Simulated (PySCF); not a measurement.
C₂H₅GeN.
Atom-mapped SMILES: `[CH:1]#[C:2][GeH2:3][NH2:4]` (hydrogens: H5 on C1; H6, H7 on Ge3; H8, H9 on N4)

Structure used (PBE0-D3(BJ)/def2-SVP), in Å, numbered top down from 1:
```xyz
9
C2H5GeN angstrom
C      2.453   -0.069   -0.111
C      1.279    0.246   -0.049
Ge    -0.584    0.688    0.048
N     -1.679   -0.781    0.038
H      3.492   -0.343   -0.166
H     -0.823    1.439    1.364
H     -0.931    1.540   -1.180
H     -1.608   -1.338   -0.811
H     -1.540   -1.399    0.833
```

Linear response at CAM-B3LYP/def2-SVPD (PySCF, frozen core in the response, non-relativistic). The CAM-B3LYP/def2-SVPD calculation is non-relativistic and has no spin–orbit coupling, an omission that weighs most on germanium.

Static isotropic polarisability: 60.72 au (9.00 Å³), principal values 50.1, 53.3, 78.7 au.

Problem. What is the polarisability at 1064 nm and at the sodium D line?

Solution. 61.34 au at 1064 nm (+1.0 %), 62.82 au at 589.3 nm (+3.5 %). The rise at 589.3 nm is 3.37 times that at 1064 nm; a pure ω² law gives 3.26. The lowest singlet lies at 207 nm, shorter than both wavelengths.

Problem. What is the isotropic C6 coefficient between two such molecules, C6 = (3/π)∫α(iω)² dω?

Solution. 1328 au (Eh·bohr⁶) by a ten-point quadrature over imaginary frequencies, which is 793 eV·Å⁶ or 76.5 J·nm⁶/mol.

Problem. Which effective excitation energy ω̄ makes London's formula C6 = (3/4)α²ω̄ exact here?

Solution. ω̄ = 4·C6/(3α²) = 0.480 Eh = 13.1 eV. A one-pole form α(ω) = α/(1 − ω²/ω̄²) fitted to the 1064 nm value gives 11.5 eV. London's choice of the ionisation energy (9.93 eV, ΔSCF at the same level) gives C6 = 1010 au, 24 % too low.

Problem. How many electrons N does the Slater–Kirkwood formula C6 = (3/4)·√N·α^(3/2) need to give this C6?

Solution. N = (4·C6/3)²/α³ = 14.0; the species has 56 electrons in all.

Problem. What molar refraction at the D line follows from R = (4π/3)·N_A·α′, with α′ the polarisability volume?

Solution. α′ = 9.31 Å³ gives R = 23.48 cm³/mol, for isolated, non-vibrating species.

Problem. What three-body coefficient follows from the one-pole estimate C9 = (3/4)·α·C6?

Solution. 60500 au. This is an estimate from the two numbers above, not a computed integral.

Problem. What n − 1 at the D line would an ideal gas of it have at 273.15 K and 1 atm (2.6868 × 10¹⁹ cm⁻³), by n − 1 = 2π·N·α′?

Solution. 15.72 × 10⁻⁴, a formal value whether or not that pressure can be reached.

Problem. The lowest 10 singlets have (eV, f): 6.00, 0.000; 6.21, 0.035; 6.32, 0.001; 6.49, 0.037; 7.46, 0.003; 7.55, 0.000; 7.70, 0.005; 7.95, 0.077; 8.05, 0.012; 8.30, 0.016. What share of the static polarisability do they carry in the sum over states α = Σ f/ω²?

Solution. 2.64 au, 4.3 % of α; the largest term, 0.90 au, is that of the state at 7.95 eV. Their oscillator strengths add up to 0.18. Higher states carry the rest.

On one thread, Arm Neoverse N1 (aarch64), no GPU, shared host, this took 2.1 min of wall time (grids of density and orbitals included) and 0.70 GiB of memory at its peak. This is the whole response run at CAM-B3LYP/def2-SVPD, SCF included.

One conformer stands for the species.
